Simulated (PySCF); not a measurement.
C3H9Hf, SMILES [CH3][Hf]([CH3])[CH3] (connectivity only; charge and spin as stated), neutral, multiplicity 2.

The structure is a stationary point at PBE0-D3(BJ)/def2-SVP. The spin state was assumed, not searched. The def2 effective core potentials stand for the cores of Hf; spin–orbit coupling is left out.

These are TDA-LC-ωPBE/def2-SVPD (PySCF) values and carry that method's errors.

Vertical excitations; the highest root listed may be one member of a degenerate set. Gas-phase values at a fixed geometry.

Computed excitation energies, oscillator strengths and character:
| state | energy (eV) | λ (nm) | f | main pairs |
|---|---|---|---|---|
| root 1 | 1.54 | 804 | 0.002 | α HOMO→LUMO+2, α HOMO→LUMO+4 (degenerate set) |
| root 2 | 1.54 | 803 | 0.002 | α HOMO→LUMO+1, α HOMO→LUMO+3 (degenerate set) |
| root 3 | 2.84 | 436 | 0.006 | α HOMO→LUMO+3, α HOMO→LUMO+6, α HOMO→LUMO+1 (degenerate set) |
| root 4 | 2.84 | 436 | 0.006 | α HOMO→LUMO+4, α HOMO→LUMO+7, α HOMO→LUMO+2 (degenerate set) |
| root 5 | 3.22 | 385 | 0.179 | α HOMO→LUMO 86 % |
| root 6 | 4.93 | 251 | 0.006 | α HOMO−1→LUMO+2 23 %, α HOMO−2→LUMO+1 23 %, α HOMO−2→LUMO+3 13 %, α HOMO−1→LUMO+4 13 %, β HOMO→LUMO+5 6 %, β HOMO−1→LUMO+4 6 % |
| root 7 | 4.96 | 250 | 0.000 | α HOMO−2→LUMO+1, α HOMO−1→LUMO+2, α HOMO−2→LUMO+3, α HOMO−1→LUMO+4, β HOMO→LUMO, β HOMO→LUMO+6 (degenerate set) |
| root 8 | 4.96 | 250 | 0.000 | α HOMO−1→LUMO+1, α HOMO−2→LUMO+2, α HOMO−1→LUMO+3, α HOMO−2→LUMO+4, β HOMO−1→LUMO, β HOMO−1→LUMO+6 (degenerate set) |
| root 9 | 5.10 | 243 | 0.003 | α HOMO−1→LUMO+2, α HOMO−2→LUMO+1, α HOMO−1→LUMO+4, α HOMO−2→LUMO+3, β HOMO→LUMO (degenerate set) |
| root 10 | 5.10 | 243 | 0.003 | α HOMO−1→LUMO+1, α HOMO−2→LUMO+2, α HOMO−1→LUMO+3, α HOMO−2→LUMO+4, β HOMO−1→LUMO (degenerate set) |
Unrestricted roots are not spin-pure.
